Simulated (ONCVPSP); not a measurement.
**Pd (Z = 46): one change to an ONCV potential, before and after**

palladium, optimised norm-conserving Vanderbilt (ONCV), made with ONCVPSP 4.0.1 (PBE, fully relativistic). Core [Ar] 3d10, reference 4s2 4p6 4d9 (charge +1). Waves: 4s: rc 1.55 bohr, ncon 5, nbas 10, qcut 7.8 1/bohr, 2 projectors, debl 1.9 Ha; 4p: rc 1.40 bohr, ncon 4, nbas 7, qcut 12.2 1/bohr, 2 projectors, debl 2.6 Ha; 4d: rc 1.35 bohr, ncon 4, nbas 8, qcut 7.6 1/bohr, 3 projectors, debl 1.4 Ha. Local part: polynomial inside 0.85 bohr (lpopt 4, dvloc0 0 Ha). Core correction: Teter function fitted to the true core (icmod 2), fcfact 0.6.

Open shells are filled in proportion to 2j + 1.

In the s channel the program set the typed energies aside and used -3.551, 0.250 Ha.

All-electron outer shells of the reference configuration (PBE, scalar-relativistic, ld1.x):

```tsv
shell	level (eV)	outermost node (bohr)	outermost maximum (bohr)
4s	-96.68	0.45	0.85
4p	-62.47	0.46	0.91
4d	-14.61	0.45	1.09
```

Change: p: rc 1.04.

Cutoffs: the cutoffs (Ha) at which the residual kinetic energy of the hardest occupied pseudo-wave falls to 1 and 0.1 mHa per electron; they do not see the model core or the augmentation charge, which bear on the density cutoff. Errors are all-electron minus pseudo energies relative to the spin-unpolarised reference configuration.

**Question.** What does the change do?

**Answer.** The potential gets harder (43 Ha and 82 Ha → 53 Ha and 82 Ha); of the 4 tests that both files solve, the error grows in 0 and shrinks in 1 by more than 15 % and 0.3 meV (median size 2.5 → 2.4 meV); neither file shows a bound ghost. A smaller radius makes the pseudo-wave follow the all-electron one further in, where it bends more sharply, so more plane waves are needed.

```tsv
quantity	base	changed
cutoff, loose	43 Ha	53 Ha
cutoff, tight	82 Ha	82 Ha
loose cutoff by channel	s 25 Ha, p 43 Ha, d 28 Ha	s 25 Ha, p 53 Ha, d 28 Ha
bound ghosts	none	none
GHOST(+) flags under 300 eV	s at 193.8 eV	s at 193.8 eV
error for 4s2 4p6 4d10, meV [ΔE -9.12 eV]	-0.4	-0.3
error for 4s2 4p6 4d8, meV [ΔE 20.82 eV]	+0.5	+0.5
error for 4s2 4p6 4d7, meV [ΔE 55.18 eV]	+4.5	+4.4
error for 4s2 4p5 4d10, meV [ΔE 48.15 eV]	-17	-6.6
s: phases at 1.57 bohr within 0.05 rad from the reference energy up to (Ha; the scan ends near 5)	to the end of the scan	to the end of the scan
d5/2: phases at 1.37 bohr within 0.05 rad from the reference energy up to (Ha; the scan ends near 5)	to the end of the scan	to the end of the scan
d3/2: phases at 1.37 bohr within 0.05 rad from the reference energy up to (Ha; the scan ends near 5)	to the end of the scan	to the end of the scan
rms error of d²Exc/dni dnj with the model core, mHa	5.64	5.78
```
